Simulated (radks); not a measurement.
Results of a calculation; reference values are marked as such.
Question: All-electron atom: Mo II in [Kr] 4d5. Level of theory: scalar-relativistic Kohn-Sham, BLYP, spin-polarised, spherical densities, point nucleus; open shells are filled with parallel spins first (spin-orbit coupling, left out, can overturn this in heavy ions) (a radial shooting solver on a logarithmic mesh with Libxc functionals). Some entries of the table are withheld. Estimate them.

orbital,occ.,eigenvalue (hartree),<1/r> (bohr^-1),<r^2> (bohr^2)
1s down,1,-728.8339,43.55,0.001669
1s up,1,-728.8334,43.55,0.001669
2s up,1,-103.1324,9.804,0.02785
2s down,1,-103.1142,9.805,0.02785
2p up,3,-92.23144,9.533,0.02192
2p down,3,-92.21786,9.534,0.02192
3s up,1,-17.72971,3.365,0.2109
3s down,1,-17.71985,3.364,0.2109
3p up,3,-14.15983,3.201,0.2160
3p down,3,-14.14881,3.200,0.2159
3d up,5,-8.35013,2.968,(1)
3d down,5,-8.33320,2.968,(2)
4s up,1,-2.63335,(3),1.399
4s down,1,-2.53799,(4),1.384
4p up,3,-1.68725,1.082,1.770
4p down,3,-1.58374,1.091,1.759
4d up,5,-0.40908,0.7188,(5)
4d down,0,-0.31116,0.6899,(6)

Answer: 
(1) 3d up <r^2> (bohr^2): 0.2077
(2) 3d down <r^2> (bohr^2): 0.2074
(3) 4s up <1/r> (bohr^-1): 1.227
(4) 4s down <1/r> (bohr^-1): 1.237
(5) 4d up <r^2> (bohr^2): 4.275
(6) 4d down <r^2> (bohr^2): 4.949
